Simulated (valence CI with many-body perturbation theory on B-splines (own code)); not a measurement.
**Au71+ in brief**

Method: valence CI with perturbative core correlation (CI+MBPT): six valence electrons over a frozen Dirac-Fock core [He], radial functions for each j: 9 s, 9 p, 8 d, 6 f, 3 g, 1 h, with the one-electron correlation potential Σ1, the two-electron term Σ2, the three-electron term Σ3, Breit, model QED; selected CI, second order for the rest, scaled by the run's own slope (own B-spline code, finite nucleus).

No measured spectrum was set against this ion. As an estimate, large intervals hold to a few tenths of a per cent, small ones and those within an open d or f shell to about a per cent. Among the levels kept, up to 1900 cm⁻¹ of a level comes from second order outside the variational space, and about a tenth of that is noise between levels of different J, which matters for small intervals.

Levels are named by their leading jj configuration (3d3/2^4 stands for four electrons in 3d with j = 3/2), which in mixed levels can hold well under half, so a name can repeat and another be missing.

Rates and lifetimes use the calculated energies. Strong lines usually hold to 10 to 20 %, long lifetimes can be off by a factor of two.

Task: What is the ground level?

Result: (2s^2 2p1/2^2 2p3/2^2) J=2, composition 68 % 2s2 2p4 3P + 32 % 2s2 2p4 1D, g = 1.299.

Task: Among levels below 12429 eV, which E1 lines absorb most strongly from the ground level?

Result: to (2s^2 2p1/2^2 2p3/2 3d5/2) J=3 at 0.1143 nm, f = 0.832; to (2s^2 2p1/2^2 2p3/2 3d5/2) J=2 at 0.1145 nm, f = 0.266; to (2s 2p1/2^2 2p3/2^2 3p1/2) J=3 at 0.1010 nm, f = 0.143.

Task: Name the longest-lived excited levels whose lifetime is computed, and their main decay.

Result: (2s^2 2p1/2^2 2p3/2^2) J=0 at 67 eV lives 9.48 ms, mostly by E2 to (2s^2 2p1/2^2 2p3/2^2) J=2; (2s^2 2p1/2 2p3/2^3) J=2 at 1916 eV lives 31.8 ps, mostly by M1 to (2s^2 2p1/2^2 2p3/2^2) J=2; (2s^2 2p1/2 2p3/2^3) J=1 at 1897 eV lives 14.1 ps, mostly by M1 to (2s^2 2p1/2^2 2p3/2^2) J=2.

Task: Where does the other parity begin?

Result: At (2s 2p1/2^2 2p3/2^3) J=2, 2349 eV.

Task: What are the static dipole polarisabilities of the lowest levels?

Result: (2s^2 2p1/2^2 2p3/2^2) J=2 4.17e-05 (tensor 6.3e-07); (2s^2 2p1/2^2 2p3/2^2) J=0 4.09e-05 bohr³, of which the core gives 1.59e-07.
